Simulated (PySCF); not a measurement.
## From computed data to an observable: entropy of an ideal gas

Zn(I)(Me) (CH3IZn), SMILES [CH3][Zn][I].

Coordinates come from a PBE0-D3(BJ)/def2-SVP optimisation. The def2 effective core potentials stand for the cores of I; spin–orbit coupling is left out.

PBE0-D3(BJ)/def2-SVP run with PySCF 2.14.0 gives the harmonic wavenumbers 100, 100, 236, 575, 689, 689, 1192, 1425, 1425, 3061, 3173, 3173 cm⁻¹ and the rotational temperatures 7.5572, 0.0547, 0.0547 K. The molar mass is 207.32 g/mol, the symmetry number 3, the spin multiplicity 1.

Problem. Work out the entropy at 298.15 K and 1 atm in the rigid-rotor, harmonic-oscillator model.

Solution. 
Translation (Sackur–Tetrode at 1 atm): S = R[1.5 ln M + 2.5 ln T − 1.16487] = 175.3 J/(mol K).
Rotation: q = (√π/σ) T^1.5/√(θA θB θC) = 20200, S = R[ln q + 3/2] = 94.9 J/(mol K).
Vibration: with u = 1.4388 ν/T, each mode gives R[u/(e^u − 1) − ln(1 − e^−u)]:
| ν (cm⁻¹) | modes | u | S (J/(mol K)) |
|---|---|---|---|
| 100 | 2 | 0.48 | 28.91 |
| 236 | 1 | 1.14 | 7.67 |
| 575 | 1 | 2.77 | 2.07 |
| 689 | 2 | 3.32 | 2.67 |
| 1192 | 1 | 5.75 | 0.18 |
| 1425 | 2 | 6.88 | 0.14 |
The stiffer modes add less than 0.005 each. Sum 41.6 J/(mol K).
Spin: R ln 1 = 0.0 J/(mol K).
Total 311.8 J/(mol K); the program's own thermochemistry gives 311.9. Translation makes up 56 % and vibration 13 %. Anharmonicity, hindered rotation and orbital degeneracy are left out.
